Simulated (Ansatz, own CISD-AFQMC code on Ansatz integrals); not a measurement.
CH6Si2, SMILES `C[SiH]=[SiH2]` (charge 0, multiplicity 1).

Z-matrix (Å, degrees):
```
Si
H 1 1.4843
C 1 1.8689 2 113.98
H 3 1.0910 1 110.31 2 174.69
H 3 1.0923 4 108.77 1 121.97
H 3 1.0929 4 108.37 5 117.25
Si 1 2.1441 2 118.48 3 159.72
H 7 1.4812 1 119.67 2 25.97
H 7 1.4825 8 114.04 1 -152.42
```
Charge 0, multiplicity 1.

Frozen-core energies in cc-pVDZ from Ansatz (a quantum-chemistry and plane-wave program) at a geometry from PBE0-D3(BJ)/def2-TZVP; the HF reference has <S^2> = 0.00 (restricted, and unstable towards unrestricted orbitals) and the T1 diagnostic is 0.014.

| level | energy (Ha) |
|---|---|
| HF | -619.16024 |
| MP2 | -619.50421 |
| CCSD | -619.55862 |

Question: Estimate the energies of CCSD(T), CCSDT, phaseless AFQMC, CISD trial (own CISD-AFQMC code on Ansatz integrals; ±0.39 mHa) and CCSDT(Q), and give each level's difference from CCSDT(Q).

Answer: 
```
level                                                                             energy (Ha)  difference from CCSDT(Q) (mHa)
--------------------------------------------------------------------------------  -----------  ------------------------------
MP2                                                                                -619.50421                           70.88
CCSD                                                                               -619.55862                           16.46
CCSD(T)                                                                            -619.57251                            2.58
CCSDT                                                                              -619.57417                            0.91
phaseless AFQMC, CISD trial (own CISD-AFQMC code on Ansatz integrals; ±0.39 mHa)   -619.57378                            1.30
CCSDT(Q)                                                                           -619.57508                            0.00
```
